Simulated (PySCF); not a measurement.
sulfur tetrafluoride (F₄S), SMILES FS(F)(F)F. Atoms are numbered in the order given.

```xyz
5

F      1.2335     0.0000     0.6222
S      0.0000     0.0000    -0.3903
F      0.0000    -1.6679    -0.2753
F      0.0000     1.6679    -0.2753
F     -1.2335     0.0000     0.6222
```

Geometry optimised at TPSSh-D3(BJ)/def2-SVP.

Level of theory: PBE/pcSseg-2 (PySCF).

GIAO shieldings, no solvent; atoms listed in one row are averaged. δ = σ(ref) − σ: ¹⁹F against CFCl3 (σ = 132.0 ppm); ³³S against H2S (σ = 705.0 ppm), references at their B3LYP-D3(BJ)/def2-TZVP geometries, non-relativistic.

```tsv
nucleus	atoms	count	δ (ppm)
¹⁹F	F4, F3	2	111.8
¹⁹F	F1, F5	2	67.4
³³S	S2	1	776.6
```
